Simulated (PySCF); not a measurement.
Electronic structure of Sb (antimony, neutral) at the MN15 level

Configuration: [Kr] 4d10 5s2 5p3, high-spin 4S determinant. Calculation: PySCF 2.14, in def2-SVP with the def2 core potential (28 electrons) (4s4p2d, 26 functions); a scalar-relativistic core potential.

```
Total energy                : -239.6581 hartree
One-electron energy         : -419.3178 hartree
Hartree (Coulomb) energy    : 198.4325 hartree
Exchange-correlation energy : -18.7727 hartree
⟨S²⟩                        : 3.7507
⟨L²⟩                        : 0.000
Sum of ⟨r⟩                  : 30.26 bohr
Sum of ⟨r²⟩                 : 58.08 bohr²
Time after the integrals    : 0.39 s of wall time on 1 thread of Neoverse-V2 (shared host)
```

```tsv
shell	electrons	mean orbital energy (eV)	rms radius, mean of both spins (bohr)
4s β	1	-149.46	0.854
4s α	1	-149.42	0.854
4p α	3	-103.86	0.925
4p β	3	-103.77	0.925
4d α	5	-35.880	1.12
4d β	5	-35.628	1.12
5s α	1	-15.949	2.39
5s β	1	-13.315	2.39
5p α	3	-6.859	3.03
```

Energies and moments cover only the electrons outside the core potential.
